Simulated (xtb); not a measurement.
C3H9NSi2, SMILES [SiH3][C@H](C#N)C[SiH3]. All values are semi-empirical tight-binding results from xtb (GFN2-xTB unless named), good for trends rather than for accurate numbers. Geometry optimised at GFN2-xTB. The structure was generated by enumeration; whether it is a known compound was not checked. Other conformers were not sampled.

Computed properties:
```
Item                                             Result
----------------------------------------  -------------
orbital gap                                     4.76 eV
dipole moment                                    3.82 D
zero-point energy                         63.4 kcal/mol
G − E(el) at 298.15 K (modified RRHO)     41.7 kcal/mol
static polarisability (D4 model)             97.2 bohr³
solvation energy, GFN2-xTB/ALPB(water)    -4.4 kcal/mol
solvation energy, GFN2-xTB/ALPB(toluene)  -4.7 kcal/mol
```
